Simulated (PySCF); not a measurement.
Two species compared at the same levels of theory.

First species: C9H9N.
Bonds: C1–C2 (double), C2–C3, C3–C4 (double), C3–C5, C5–C6 (aromatic), C6–C7 (aromatic), C7–N8 (aromatic), N8–C9 (aromatic), C9–C10 (aromatic), C5–C10 (aromatic). Hydrogens: H11, H12 on C1; H13 on C2; H14, H15 on C4; H16 on C6; H17 on C7; H18 on C9; H19 on C10.

Second species: C9H9N.
InChI=1S/C9H9N/c10-8-4-7-9-5-2-1-3-6-9/h1-3,5-6H,8,10H2

Levels: wB97X-D/def2-SVPD for dipole moment, HOMO energy, LUMO energy, HOMO–LUMO gap, static isotropic polarisability and electronic spatial extent ⟨r²⟩ about the centre of nuclear charge; TDDFT wB97X-D/def2-SVPD for lowest singlet excitation; TDA wB97X-D/def2-SVPD for lowest triplet excitation (Tamm–Dancoff); ΔSCF wB97X-D/def2-SVPD for vertical ionisation energy; PBE0-D3(BJ)/def2-SVP for rotational constant A and rotational constant C. Geometries: PBE0-D3(BJ)/def2-SVP. All species are isolated and taken at one optimised geometry, non-relativistic unless stated; the electronic structure was computed with PySCF and density fitting.

Dipoles, sizes and rotational constants follow the conformer. The torsions of the flexible species, by atom-mapped SMILES:
- `[CH2:1]=[CH:2][C:3](=[CH2:4])[c:5]1[cH:6][cH:7][n:8][cH:9][cH:10]1`: C1–C2–C3–C4 180°, C2–C3–C5–C6 -90°
- `[NH2:1][CH2:2][C:3]#[C:4][c:5]1[cH:6][cH:7][cH:8][cH:9][cH:10]1`: H–N1–C2–C3 58°, H–N1–C2–C3 -58°

Values for the first species:

- Dipole moment: 2.45 D
- HOMO energy: -8.79 eV
- LUMO energy: 0.56 eV
- HOMO–LUMO gap: 9.35 eV
- Lowest singlet excitation: 5.06 eV
- Lowest triplet excitation (Tamm–Dancoff): 3.27 eV
- Static isotropic polarisability: 112.6 au
- Vertical ionisation energy: 8.87 eV
- Electronic spatial extent ⟨r²⟩ about the centre of nuclear charge: 1452 bohr²
- Rotational constant A: 2.536 GHz
- Rotational constant C: 0.887 GHz

Estimate the same properties for the second species, and the change in each.

```tsv
property	first	second	second less first
dipole moment	2.45 D	1.24 D	-1.21 D
HOMO energy	-8.79 eV	-8.35 eV	+0.44 eV
LUMO energy	0.56 eV	0.70 eV	+0.14 eV
HOMO–LUMO gap	9.35 eV	9.05 eV	-0.30 eV
lowest singlet excitation	5.06 eV	5.16 eV	+0.10 eV
lowest triplet excitation (Tamm–Dancoff)	3.27 eV	3.63 eV	+0.36 eV
static isotropic polarisability	112.6 au	120.0 au	+7.4 au
vertical ionisation energy	8.87 eV	8.39 eV	-0.48 eV
electronic spatial extent ⟨r²⟩ about the centre of nuclear charge	1452 bohr²	2192 bohr²	+740 bohr²
rotational constant A	2.536 GHz	4.548 GHz	+2.012 GHz
rotational constant C	0.887 GHz	0.494 GHz	-0.393 GHz
```

On the first: The dipole equals about 8.2 × 10⁻³⁰ C·m (1 D = 3.33564 × 10⁻³⁰ C·m). A dipole of 2.45 D is allowed in Cs, and pure rotational transitions are dipole-allowed.

On the second: The principal polarisabilities are 69.9, 108.5 and 181.6 au; their mean is the isotropic value. The vertical singlet–triplet gap S1 − T1 is 1.53 eV (TDDFT singlet less Tamm–Dancoff triplet; S1: HOMO→LUMO+1, weight 0.52, beside HOMO−2→LUMO, weight 0.43; T1: HOMO→LUMO, weight 0.85).
